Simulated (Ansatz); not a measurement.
CH$_{4}$MoOS$_{2}$, SMILES `[CH3][Mo]([OH])(=[S])=[S]`. Total charge 0; spin multiplicity 1. Mo: def2 effective core potential. The structure was optimised at the PBE0-D4/def2-TZVP level. It is one conformer, not always the lowest.

```xyz
9

C    -0.749   -0.130    1.114
Mo    0.295    0.395   -0.618
O     1.711   -0.786   -0.825
S    -1.139    0.313   -2.144
S     0.914    2.370   -0.277
H    -0.046   -0.088    1.951
H    -1.578    0.554    1.299
H    -1.133   -1.147    0.990
H     1.725   -1.481   -1.490
```

Q: What is the dipole moment at PBE/def2-TZVPP? (Estimate.)

A: Ansatz gave: 2.63 D, with components (0.20, -2.59, 0.45) D in this frame, pointing from negative to positive charge.

Q: And with r2SCAN, B3LYP, ωB97M-V? (Best estimate.)

A: Computed: r2SCAN 2.74 D, B3LYP 2.58 D, ωB97M-V 2.56 D.

Q: Give the Mulliken charges with PBE, ωB97M-V, B3LYP in def2-TZVPP. (An estimate is asked.)

A: Ansatz gave: 
```json
{"atom": "C1", "PBE": "-0.42", "ωB97M-V": "-0.46", "B3LYP": "-0.43"}
{"atom": "Mo2", "PBE": "0.89", "ωB97M-V": "0.78", "B3LYP": "0.98"}
{"atom": "O3", "PBE": "-0.44", "ωB97M-V": "-0.47", "B3LYP": "-0.49"}
{"atom": "S4", "PBE": "-0.31", "ωB97M-V": "-0.25", "B3LYP": "-0.32"}
{"atom": "S5", "PBE": "-0.32", "ωB97M-V": "-0.26", "B3LYP": "-0.33"}
{"atom": "H6", "PBE": "0.13", "ωB97M-V": "0.15", "B3LYP": "0.13"}
{"atom": "H7", "PBE": "0.13", "ωB97M-V": "0.15", "B3LYP": "0.13"}
{"atom": "H8", "PBE": "0.12", "ωB97M-V": "0.14", "B3LYP": "0.12"}
{"atom": "H9", "PBE": "0.22", "ωB97M-V": "0.22", "B3LYP": "0.22"}
```

B3LYP here is the variant with VWN-RPA as its local correlation; programs differ in this.
